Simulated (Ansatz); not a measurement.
System: AlH, charge 1, doublet. AlH+ (parent SMILES [AlH], doublet).
B3LYP-D3(BJ)/def2-TZVP minimum from Ansatz (a quantum-chemistry and plane-wave program):
```xyz
2

Al     0.0000     0.0000    -0.1159
H      0.0000     0.0000     1.5070
```
Charge +1, spin multiplicity 2.

Total energies in aug-cc-pV(Q+d)Z, 3 correlated electrons, 5 frozen orbitals. Open shells are spin-unrestricted; no spin-orbit coupling. Correlated methods leave the cores frozen. No relativity. Full CI freezes restricted core orbitals and the other rows unrestricted ones, which leaves a small offset even where coupled cluster is exact. The spin of HAl+ (parent SMILES [AlH], doublet) was assumed, and the state is the lowest solution found for it.

```tsv
method	program	energy (Eh)	error against FCI (mEh)
HF	Ansatz	-242.19829	48.40
MP2	Ansatz	-242.23396	12.73
CCSD	Ansatz	-242.24582	0.86
CCSD(T)	Ansatz	-242.24649	0.20
CCSDT	Ansatz	-242.24673	-0.05
FCI	Ansatz	-242.24668	0.00
```

Rough core times of Ansatz's runs on a shared machine: CCSD(T) under 20 s, CCSDT 3 min, FCI 50 s.
